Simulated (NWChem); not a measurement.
System: HfCl$_{4}$; SMILES [Cl][Hf]([Cl])([Cl])[Cl]

All runs: NWChem. Structure relaxed at the PBE0/def2-SVP level. No frequency run checked for a minimum. def2 effective core potentials on Hf; no spin-orbit coupling. Level TPSS/def2-SVP: energy and gradient; each run changes one setting, and changes count from the defaults (medium grid, exact Coulomb integrals, symmetry on).

| setting | size of the energy change (μHa) | largest change of a gradient component (μHa/bohr) | time, defaults = 1 (rough) |
|---|---|---|---|
| defaults | < 10 | < 30 | about 1 |
| coarse grid | < 10 | < 30 | about 1 |
| tight SCF thresholds and tolerances | < 10 | < 30 | about 1 |
| extra-fine grid | < 10 | < 30 | about 1 |
| symmetry off | < 10 | other frame | 3 |
